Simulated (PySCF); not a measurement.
**Correlation energy of Ru²⁺ (ruthenium, charge +2)**

[Kr] 4d5 5s1, high-spin 7S determinant (an excited configuration). Calculation: PySCF 2.14, in x2c-TZVPPall; the spin-free X2C one-electron Hamiltonian (Gaussian nucleus). Frozen: [Ar] 3d10; 14 electrons correlated.

```
  level  correlation energy (mhartree)
   CCSD                        -379.96
    (T)                          -8.52
CCSD(T)                        -388.48
```

Diagnostics: T1 = 0.0045, D1 = 0.0209, largest double amplitude 0.021.

Cost of the coupled-cluster step: roughly 30 core-seconds, for 14 correlated electrons.

This basis was not built for core-valence correlation, so the inner-shell part is incomplete.
